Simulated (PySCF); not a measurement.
One of the candidates below gave these computed data.

All candidates are C7H12OSi.

- Rotational structure: rotational constants A, B, C: 1.824, 0.577, 0.460 GHz [GFN2-xTB]
- 13C NMR: chemical shifts (computed TMS as zero) by class: 210.1 (1 C), 113.6 (1 C), 85.0 (1 C), 46.3 (1 C), 38.8 (1 C), 20.6 (1 C), 15.6 (1 C) ppm [GIAO PBE0/pcSseg-1]
- 1H NMR: chemical shifts (computed TMS as zero) by class: 4.28 (3 H), 3.32 (2 H), 2.85 (2 H), 1.56 (2 H), 1.02 (3 H) ppm [GIAO PBE0/pcSseg-1]
- Dipole: 2.21 D [PBE0/pcSseg-1]
- NMR, other nuclei: isotropic shieldings of nuclei other than C and H, by class: -337 (1 O), 448 (1 Si) ppm [GIAO PBE0/pcSseg-1]

The electronic properties come from PySCF, for the isolated species, density fitting. Levels stand in brackets. The structure is a single GFN2-xTB conformer in the gas phase; no vibrational or solvent corrections. Each NMR value is the plain mean over a class of atoms that symmetry, rotation or inversion makes alike.

Question: Which candidate is it?
A. `C[C@@H]1C[Si@@H](CC2=CC2)O1`
B. `CCCC(=O)CC#C[SiH3]`
C. `C#C[SiH2]OC/C=C/CC`

Answer: B. It is `CCCC(=O)CC#C[SiH3]`. Numbering: `[CH3:1][CH2:2][CH2:3][C:4](=[O:5])[CH2:6][C:7]#[C:8][SiH3:9]`. Its formula, C7H12OSi, gives 3 degrees of unsaturation: 0 rings and 3 π bonds in the structure found. 7 carbons fall into 7 classes; from least to most shielded: ketone carbonyl carbon [C4] (210.1 ppm), alkyne carbon [C7] (113.6 ppm), alkyne carbon [C8] (85.0 ppm), sp3 carbon next to a carbonyl [C3] (46.3 ppm), sp3 carbon next to a carbonyl [C6] (38.8 ppm), chain CH2 carbon [C2] (20.6 ppm), methyl carbon [C1] (15.6 ppm). Hydrogen classes from least to most shielded: 3 H on an SiH3 silicon, Si9 (4.28 ppm), 2 H on an sp3 carbon next to a carbonyl, C6 (3.32 ppm), 2 H on an sp3 carbon next to a carbonyl, C3 (2.85 ppm, a mean of values up to 1.4 ppm apart in this geometry), 2 H on a chain CH2 carbon, C2 (1.56 ppm), 3 H on a methyl carbon, C1 (1.02 ppm, a mean of values up to 0.5 ppm apart in this geometry). The other shieldings belong to: -337 ppm, ketone oxygen [O5]; 448 ppm, SiH3 silicon [Si9]. The optimised geometry has point group C1 and is an asymmetric top.

The others, at the same levels:
- `C[C@@H]1C[Si@@H](CC2=CC2)O1` fails: its computed 13C shifts are 127.0 (1 C), 108.2 (1 C), 78.6 (1 C), 29.5 (1 C), 25.8 (1 C), 22.5 (1 C), 9.9 (1 C) ppm, 1H shifts are 6.80 (1 H), 6.08 (1 H), 4.67 (1 H), 2.83 (1 H), 2.42 (1 H), 2.03 (1 H), 1.43 (3 H), 1.35 (1 H), 1.19 (1 H), 1.13 (1 H) ppm and rotational constant A is 2.638 GHz (against 1.824 GHz).
- `C#C[SiH2]OC/C=C/CC` fails: its computed 13C shifts are 143.1 (1 C), 137.0 (1 C), 103.1 (1 C), 88.3 (1 C), 69.1 (1 C), 32.1 (1 C), 17.2 (1 C) ppm, 1H shifts are 6.06 (1 H), 5.89 (1 H), 5.00 (2 H), 4.35 (2 H), 2.13 (2 H), 1.97 (1 H), 1.10 (3 H) ppm and rotational constant A is 4.399 GHz (against 1.824 GHz).

Each candidate is one conformer, not necessarily the lowest. The conformers computed, where there is a choice (atom-mapped SMILES and torsion angles):
- `[CH3:1][CH2:2][CH2:3][C:4](=[O:5])[CH2:6][C:7]#[C:8][SiH3:9]`: C1–C2–C3–C4 -179°, C2–C3–C4–O5 1°, C3–C4–C6–C7 49°
- `[CH3:1][C@@H:2]1[CH2:3][Si@@H:4]([CH2:5][C:6]2=[CH:7][CH2:8]2)[O:9]1`: C3–Si4–C5–C6 40°, Si4–C5–C6–C7 -82°
- `[CH:1]#[C:2][SiH2:3][O:4][CH2:5]/[CH:6]=[CH:7]/[CH2:8][CH3:9]`: C2–Si3–O4–C5 -58°, Si3–O4–C5–C6 180°, O4–C5–C6–C7 124°, C6–C7–C8–C9 118°
